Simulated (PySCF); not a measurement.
H3Cl3OSiTi, charge +1, doublet, geometry from GFN2-xTB (such geometries of metal compounds can be far from the true shape) (the multiplicity is a formal guess); DF-PBE/6-31G run with PySCF.

PySCF was given this input:
```python
from pyscf import gto, scf, dft

mol = gto.M(
    atom='''
Ti   -0.17507707    0.17438403    0.15741319
Cl    0.11630453    2.26937492   -0.07938371
Cl   -0.03099157   -0.17969877    2.25076625
Cl   -2.22030061   -0.16037105   -0.32312225
O     0.91778940   -0.78452048   -0.77835391
Si    1.87399804   -1.75400478   -1.64477986
H     3.18976761   -1.75947743   -0.93149287
H     2.18141537   -0.99819699   -2.89930824
H     1.19701530   -3.04473000   -1.79896425
''',
    basis='6-31g',
    charge=1,
    spin=1,
    verbose=5,
)

mf = dft.UKS(mol)
mf.xc = 'pbe'
mf = mf.density_fit(auxbasis='def2-universal-jkfit')
mf.kernel()
```

Output, abridged:

```
PySCF version 2.14.0

[INPUT] verbose = 5
[INPUT] max_memory = 4000
[INPUT] num. atoms = 9
[INPUT] num. electrons = 97
[INPUT] charge = 1
[INPUT] spin (= nelec alpha-beta = 2S) = 1
[INPUT] symmetry False subgroup None
[INPUT] Mole.unit = angstrom
[INPUT] Symbol           X                Y                Z      unit          X                Y                Z       unit  Magmom
[...]
[INPUT] ---------------- BASIS SET ----------------
[INPUT] l, kappa, [nprim/nctr], expnt,             c_1 c_2 ...
[INPUT] Ti
[...]
                                6479.571          0.01372392
                                1475.675          0.0676283
                                415.6991          0.2337642
                                133.0006          0.4810696
                                45.27222          0.346228
[...]
                                207.9785          0.03233027
                                66.87918          0.124252
                                24.87347          -0.03903905
                                9.968441          -0.6171789
                                4.063826          -0.4473097
[...]
                                10.87565          0.07163103
                                4.628225          0.2528915
                                1.950126          -0.2966401
                                0.809452          -0.7432215
                                0.320474          -0.185352
[...]
                                0.484263          0.3151404
                                0.084096          -1.162595
[...]
                                207.9785          0.03113966
                                66.87918          0.1349077
                                24.87347          0.3431672
                                9.968441          0.462576
                                4.063826          0.2154603
[...]
                                10.87565          -0.02697638
                                4.628225          0.05316847
                                1.950126          0.3845549
                                0.809452          0.5127662
                                0.320474          0.1811135
[...]
                                0.484263          0.07771998
                                0.084096          0.9898214
[...]
                                3.513154          0.3784671
                                1.040434          0.7161239
[...]
[INPUT] Cl
[...]
                                3780.35           0.014034
                                860.474           0.069097
                                242.145           0.237452
                                77.3349           0.483034
                                26.247            0.339856
[...]
                                116.984           -0.030714
                                37.4153           -0.112528
                                13.7834           0.045016
                                5.45215           0.589353
                                2.22588           0.465206
[...]
                                1.14427           0.061589
                                0.420377          1.06018
[...]
                                116.984           0.030318
                                37.4153           0.12988
                                13.7834           0.327951
                                5.45215           0.453527
                                2.22588           0.252154
[...]
                                1.14427           0.323572
                                0.420377          0.743507
[...]
[INPUT] H
[...]
                                2.8253937         0.23472695
                                0.6401217         0.81375733
[...]
[INPUT] Si
[...]
                                2425.58           0.0149288
                                553.867           0.0728478
                                156.34            0.24613
[...]
  4.25648296e-01  5.53298956e-01  5.95610416e-01  5.96872069e-01
  7.07395284e-01  7.16199614e-01  7.32530107e-01  7.59560338e-01
  8.13042756e-01  8.22391477e-01  8.58743432e-01  8.66990359e-01
  1.07697373e+00  1.29728991e+00]
multiplicity <S^2> = 0.75313956  2S+1 = 2.0031371
nelec by numeric integration = [49.00000148 48.0000017 ]
E1 = -5049.96018802621  E2 = 1706.9951824759382  Ecoul = 1863.251600715403  Exc = -156.25641823946472
cycle= 49 E= -2595.24196838512  delta_E= 0.00246  |g|= 0.0944  |ddm|= 0.249

  alpha mo_energy =
[-1.77959885e+02 -1.00869978e+02 -1.00863163e+02 -1.00863052e+02
 -6.56482409e+01 -1.97565079e+01 -1.90214772e+01 -1.65430264e+01
 -1.65427916e+01 -1.65425882e+01 -9.38804572e+00 -9.38125277e+00
 -9.38111579e+00 -7.20689596e+00 -7.20584620e+00 -7.20399275e+00
 -7.20056368e+00 -7.19971618e+00 -7.19955558e+00 -7.19914476e+00
 -7.19728727e+00 -7.19566257e+00 -5.30240296e+00 -3.71595163e+00
 -3.71168783e+00 -3.70956656e+00 -2.49593424e+00 -1.65924222e+00
 -1.65350275e+00 -1.65268954e+00 -1.12528031e+00 -9.55611531e-01
 -9.45622562e-01 -9.42151260e-01 -7.21030457e-01 -6.08405471e-01
 -5.88357609e-01 -5.82047269e-01 -5.38541098e-01 -5.33506510e-01
 -5.32272494e-01 -5.30069086e-01 -5.26855273e-01 -5.18581955e-01
 -5.01199305e-01 -5.00216618e-01 -4.84502260e-01 -4.79981216e-01
 -4.78126760e-01 -3.28730066e-01 -3.27497752e-01 -2.90005448e-01
 -2.88122444e-01 -2.85910578e-01 -2.01243420e-01 -1.39686380e-01
 -1.33682617e-01 -1.16792159e-01 -1.12480054e-01 -1.09546570e-01
 -8.72952143e-02 -6.83354568e-02  2.69682709e-02  2.93611904e-02
  3.28749945e-02  5.32008400e-02  5.39462634e-02  6.13279757e-02
  8.67769341e-02  1.75303565e-01  2.19409639e-01  2.21959943e-01
  2.68029092e-01  2.72111710e-01  2.89192254e-01  3.28355923e-01
  3.75666756e-01  3.79473085e-01  3.99334750e-01  4.17197125e-01
  4.22549682e-01  5.49507270e-01  5.96027453e-01  5.98299465e-01
  6.91832967e-01  7.12468876e-01  7.30924007e-01  7.49248740e-01
  8.08149041e-01  8.22708232e-01  8.51754659e-01  8.64534135e-01
  1.07462623e+00  1.29066894e+00]
  beta  mo_energy =
[-1.77959903e+02 -1.00868420e+02 -1.00861956e+02 -1.00861785e+02
 -6.56481155e+01 -1.97570655e+01 -1.90176032e+01 -1.65434999e+01
 -1.65432156e+01 -1.65430084e+01 -9.38656923e+00 -9.38005574e+00
 -9.37997178e+00 -7.20513797e+00 -7.20334235e+00 -7.20212146e+00
 -7.19879561e+00 -7.19877957e+00 -7.19747900e+00 -7.19670773e+00
 -7.19567301e+00 -7.19476686e+00 -5.30228804e+00 -3.71597380e+00
 -3.71113358e+00 -3.70960396e+00 -2.49805117e+00 -1.66109909e+00
 -1.65581863e+00 -1.65474255e+00 -1.11676537e+00 -9.47323499e-01
 -9.37639452e-01 -9.34895039e-01 -7.16379271e-01 -6.02722216e-01
 -5.79160633e-01 -5.74936788e-01 -5.34898476e-01 -5.29963671e-01
 -5.29126254e-01 -5.22177779e-01 -5.19838396e-01 -5.11233809e-01
 -4.95544783e-01 -4.89452492e-01 -4.72562605e-01 -4.69997628e-01
 -4.69409785e-01 -3.28157035e-01 -3.27816178e-01 -2.89028073e-01
 -2.88146864e-01 -2.85941045e-01 -1.99455965e-01 -1.37845693e-01
 -1.26854348e-01 -1.14492903e-01 -1.10047057e-01 -1.07003713e-01
 -8.60322351e-02 -6.27555754e-02  2.76461821e-02  3.05172820e-02
  3.61877198e-02  5.39421491e-02  5.46235654e-02  6.26983300e-02
  8.81908143e-02  1.76637348e-01  2.25262330e-01  2.25584237e-01
  2.71837834e-01  2.74888665e-01  2.91675691e-01  3.34195852e-01
  3.80806415e-01  3.83425527e-01  4.02510048e-01  4.21677362e-01
  4.26004974e-01  5.53609703e-01  5.95961271e-01  5.97136064e-01
  7.06322897e-01  7.16224114e-01  7.32617325e-01  7.58680184e-01
  8.12940243e-01  8.22628862e-01  8.58546890e-01  8.66808748e-01
  1.07661444e+00  1.29684952e+00]
multiplicity <S^2> = 0.7531663  2S+1 = 2.0031638
nelec by numeric integration = [49.00000146 48.00000171]
E1 = -5049.69744079898  E2 = 1706.728733819902  Ecoul = 1862.9812967906048  Exc = -156.2525629707029
cycle= 50 E= -2595.24566981393  delta_E= -0.0037  |g|= 0.0759  |ddm|= 0.179
SCF not converged.
SCF energy = -2595.24566981393 after 50 cycles  <S^2> = 0.7531663  2S+1 = 2.0031638
```

The run did not converge; its last values are not results.
